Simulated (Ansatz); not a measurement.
Total energies of CH4F2HfOSe, SMILES `C[Se][Hf]([OH])([F])[F]`.

Cartesian coordinates in Å:
```
C 1.037 -0.389 -1.548
Se -0.259 1.094 -1.437
Hf -1.212 0.418 0.857
O 0.251 0.132 2.040
F -2.381 1.806 1.426
F -2.161 -1.227 0.679
H 1.679 -0.403 -0.669
H 1.641 -0.200 -2.433
H 0.518 -1.338 -1.661
H 0.888 0.105 2.747
```

The species carries charge 0 and has multiplicity 1. Correlated methods include outer-core shells of Hf, Se, which these sets cover unevenly. Scalar relativity is left out up to krypton. Hf: def2 effective core potential. The geometry is a stationary point of PBE0-D4/def2-TZVP. It is one conformer, not always the lowest. Basis def2-TZVPP, Ansatz.

RPA on PBE orbitals: Hartree–Fock energy of these orbitals -2761.60485 Eh, correlation -2.27954 Eh (frozen core).

```
 functional  energy without D4 (Eh)  D4 term (kJ/mol)
LDA (SPW92)             -2759.72119                 –
        PBE             -2764.77557             -21.4
     revPBE             -2765.18139             -52.1
       BLYP             -2765.40951             -44.3
      B3LYP             -2765.49489             -34.5
  CAM-B3LYP             -2765.43109             -19.3
    LC-ωPBE             -2764.95345                 –
    ωB97M-V             -2765.13236                 –
     B2PLYP             -2764.77110                 –
   PBE-QIDH             -2764.38716                 –
```

Task: Give the same for r2SCAN, B97M-V, PBE0, r2SCANh, r2SCAN0, HSE06 (plane-wave form), BHLYP, ωB97X-V. (Estimate.)

Result: Ansatz gave: 
```tsv
functional	energy without D4 (Eh)	D4 term (kJ/mol)
r2SCAN	-2765.31218	-5.3
B97M-V	-2764.91219	–
PBE0	-2764.81923	-18.5
r2SCANh	-2765.27183	-5.8
r2SCAN0	-2765.21368	-6.4
HSE06 (plane-wave form)	-2764.80728	-17.6
BHLYP	-2765.18465	-30.9
ωB97X-V	-2765.08808	–
```

B3LYP takes the VWN-RPA correlation (the form of Gaussian; ORCA's B3LYP/G). HSE06 is the plane-wave form, built on full-range PBE exchange. The double hybrids freeze the cores in their second-order part.

LC-ωPBE has ω = 0.4 bohr⁻¹.
